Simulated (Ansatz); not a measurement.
Geometry optimisation, Ansatz 0.2.0, RKS PBE-D4/def2-SVP.

Input file:

```yaml
crystal:
  periodic: [false, false, false]
  atoms:
    - { symbol: O, position_ang: [-1.6924, 1.3872, 0.3725] }
    - { symbol: Ge, position_ang: [-0.4543, 0.4135, 1.0685] }
    - { symbol: Si, position_ang: [-0.2313, -1.4758, 0.1173] }
    - { symbol: B, position_ang: [1.1203, 0.0213, -0.3826] }
    - { symbol: Te, position_ang: [2.7396, 0.7195, -1.6271] }
    - { symbol: H, position_ang: [-2.5673, 1.1546, 0.8193] }
    - { symbol: H, position_ang: [0.1633, 0.8039, 2.455] }
    - { symbol: H, position_ang: [0.5162, -2.4958, 0.9197] }
    - { symbol: H, position_ang: [-1.142, -1.78, -0.9046] }
    - { symbol: H, position_ang: [3.87863, 0.25182, -0.44259] }
basis:
  gaussian: { orbitals: def2-SVP }
hamiltonian:
  xc: pbe
  dispersion: d4
relax:
  f_tol: 0.015
  max_steps: 40
```

Launched with:

```bash
$ ansatz run input.yaml --threads 2 --pin off --max-ram 3072MiB --backend cpu --events-out ev --progress --plain --runs-dir out
```

Q: Where does it end, and by what steps?

A: The forces met the threshold. After 20 steps the energy has fallen by 2.319 eV; Te5 moved furthest, 1.17 Å.

```csv
step,energy less start (eV),largest force component (eV/Å),accepted
0,0.0000,3.231,yes
1,-0.9447,1.908,yes
2,-1.1818,0.789,yes
3,-1.3839,1.171,yes
4,-1.5953,1.085,yes
5,-1.8151,0.646,yes
6,-1.9495,0.807,yes
7,-2.0211,0.546,yes
8,-2.0623,0.667,yes
9,-2.1144,0.489,yes
10,-2.1622,0.365,yes
11,-2.1975,0.696,yes
12,-2.2396,0.635,yes
13,-2.2425,0.680,yes
14,-2.2988,0.693,yes
15,-2.3060,0.306,yes
16,-2.2412,0.599,no
17,-2.3114,0.145,yes
18,-2.3159,0.088,yes
19,-2.3191,0.036,yes
20,-2.3193,0.012,yes
```

```xyz
10
Properties=species:S:1:pos:R:3
O -2.095 1.052 0.404
Ge -0.337 0.885 0.767
Si 0.171 -1.517 -0.128
B 0.938 0.178 -0.584
Te 2.968 0.857 -0.491
H -2.612 1.125 1.228
H -0.030 1.634 2.102
H 0.928 -2.778 0.197
H -1.287 -1.782 -0.367
H 3.689 -0.652 -0.734
```

Whether the end is a true minimum wasn't checked by a vibrational analysis.

The run took 72 s on 2 threads of Intel(R) Xeon(R) Platinum 8259CL CPU @ 2.50GHz (Skylake/Cascade Lake), on a shared host, peak memory 0.21 GiB.
